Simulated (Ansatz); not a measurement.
Cost and result for the atomization energy of `C[B]1[AlH][CH]1F` (10 atoms, 10 bonds).

```xyz
10

C     1.3905    0.3635   -0.9501
B     0.2448   -0.0460    0.0276
Al   -0.3446   -0.8972    1.7140
C    -1.2061    0.1198    0.0246
F    -1.9633    0.7271   -0.9241
H     1.0061    0.8803   -1.8336
H     2.1109    1.0261   -0.4625
H     1.9532   -0.5095   -1.2918
H    -1.2452   -1.4433    2.9044
H    -1.9464   -0.2208    0.7916
```

Total charge 0; spin multiplicity 1. All single points use the PBE0-D4/def2-TZVP geometry. Program: Ansatz. All runs use 2 threads of an Arm Neoverse V2 on a shared host. Times are those of one run each, without the atoms' runs, and a repeat can differ threefold. Electronic energies, without spin–orbit coupling; frozen cores. CCSD(T)/CBS adds CCSD(T) − MP2 in def2-TZVPP to the MP2 limit, and its time is that of the two runs behind it. T1 = 0.014. HSE06 is the plane-wave form, built on full-range PBE exchange.

CCSD(T)/CBS is a level of theory with its own doubt, some kJ/mol a heavy atom from the limit and from the frozen cores, so smaller differences don't rank the functionals.

```
                             level  functions  wall time
            LDA (SPW92)/def2-TZVPP        236      1.7 s
   PBE-D4/def2-TZVPP (with forces)        236      3.7 s
               BHLYP-D4/def2-TZVPP        236      4.4 s
               HSE06-D4/def2-TZVPP        236      4.5 s
           CAM-B3LYP-D4/def2-TZVPP        236      4.8 s
                  CCSD(T)/def2-SVP         99        6 s
r2SCAN-D4/def2-TZVPP (with forces)        236      7.5 s
             r2SCANh-D4/def2-TZVPP        236      7.5 s
                ωB97X-V/def2-TZVPP        236       12 s
  ωB97M-V/def2-TZVPP (with forces)        236       17 s
                    MP2/def2-QZVPP        448       32 s
                CCSD(T)/def2-TZVPP        236     10 min
                 CCSD(T)/CBS(def2)          –     11 min
```

(1) What atomization energy does each give, and how far from CCSD(T)/CBS? (An estimate is asked.)

Results:

(1) Ansatz gave: 
```csv
level,atomization (kcal/mol),difference from CCSD(T)/CBS,per bond
LDA (SPW92)/def2-TZVPP,984.2,139.1,13.9
PBE-D4/def2-TZVPP (with forces),875.1,30.0,3.0
BHLYP-D4/def2-TZVPP,820.4,-24.7,-2.5
HSE06-D4/def2-TZVPP,857.2,12.1,1.2
CAM-B3LYP-D4/def2-TZVPP,851.0,5.9,0.6
CCSD(T)/def2-SVP,806.6,-38.5,-3.9
r2SCAN-D4/def2-TZVPP (with forces),859.1,14.0,1.4
r2SCANh-D4/def2-TZVPP,852.4,7.3,0.7
ωB97X-V/def2-TZVPP,848.5,3.4,0.3
ωB97M-V/def2-TZVPP (with forces),852.2,7.1,0.7
MP2/def2-QZVPP,855.4,10.3,1.0
CCSD(T)/def2-TZVPP,824.8,-20.3,-2.0
CCSD(T)/CBS(def2),845.1,0.0,0.0
```

From r2SCAN to r2SCAN0 (25 % exact exchange), in def2-TZVPP and without D4, the atomization energy moves by −16.3 kcal/mol: exact exchange takes away binding that semilocal exchange gives to molecules. At CCSD(T), def2-SVP lies −38.6 kcal/mol from the extrapolated value and def2-TZVPP −20.4 kcal/mol: correlation converges slowly with the basis, and small sets miss more of it in the bonded molecule than in its fragments. In def2-TZVPP, CCSD(T) changes the Hartree–Fock value by +208.9 kcal/mol (the triples alone add +15.5 kcal/mol) and MP2 by +227.4 kcal/mol; breaking electron pairs costs correlation energy, which Hartree–Fock lacks.
